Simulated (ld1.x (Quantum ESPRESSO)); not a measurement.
## Before and after: TM potential for phosphorus (P)

ld1.x (Quantum ESPRESSO) 7.5 input, shortened:

```
&input
   title='P', zed=15., rel=1, dft='PBE', iswitch=3,
   config='[Ne] 3s1.75 3p3.25 3d-2'
 /
 &inputp
   pseudotype=2, tm=.true., lloc=2,
   nlcc=.true., rcore=1.35
 /
3
3S  1  0   1.75   0.00  1.30  1.30  0.0
3P  2  1   3.25   0.00  1.80  1.80  0.0
3D  3  2  -2.00   0.40  2.00  2.00  0.0
 &test
   configts(1)='3s1.75 3p3.25'
 /
```

Change: wave 3d channel at 0.4 Ry: rc 2.00 bohr becomes 3d channel at 1.17 Ry: rc 2.00 bohr.

Cutoffs: the cutoffs (Ry, on a coarse ladder) from which the occupation-weighted sum of valence levels, in a spherical-Bessel basis at the reference potential, stays within 10 and 1 mRy of its value at 400 Ry; they do not see the model core or the augmentation charge, which bear on the density cutoff. Errors are all-electron minus pseudo energies relative to the spin-unpolarised reference configuration.

Predict the effect on cutoff, ghosts and configuration errors.

The potential gets neither clearly harder nor softer (35 Ry and 80 Ry → 35 Ry and 80 Ry); of the 7 tests that both files solve, the error grows in 0 and shrinks in 3 by more than 15 % and 0.3 meV (median size 1.2 → 0.4 meV); neither file shows a bound ghost.

| quantity | base | changed |
| --- | --- | --- |
| cutoff, loose | 35 Ry | 35 Ry |
| cutoff, tight | 80 Ry | 80 Ry |
| bound ghosts | none | none |
| error for 3s2 3p3, meV [ΔE -2.12 eV] | -0.1 | -0.1 |
| error for 3s2 3p2, meV [ΔE 7.61 eV] | +1.6 | +1.2 |
| error for 3s2 3p1, meV [ΔE 26.76 eV] | +17 | +14 |
| error for 3s2 3p2.5, meV [ΔE 1.65 eV] | 0.0 | -0.1 |
| error for 3s1 3p3, meV [ΔE 16.73 eV] | +1.2 | +0.4 |
| error for 3s2 3p3.3, meV [ΔE -3.43 eV] | +0.2 | +0.2 |
| error for 3s0 3p5, meV [ΔE 15.08 eV] | -6.2 | -6.4 |
| s: phases at 2.19 bohr within 0.05 rad from the reference energy up to (Ry; the scan ends near 5) | 1.8 | 1.8 |
| p: phases at 2.19 bohr within 0.05 rad from the reference energy up to (Ry; the scan ends near 5) | 3.7 | 3.8 |
| d: phases at 2.19 bohr within 0.05 rad from the reference energy up to (Ry; the scan ends near 5) | 4.3 | 4.5 |
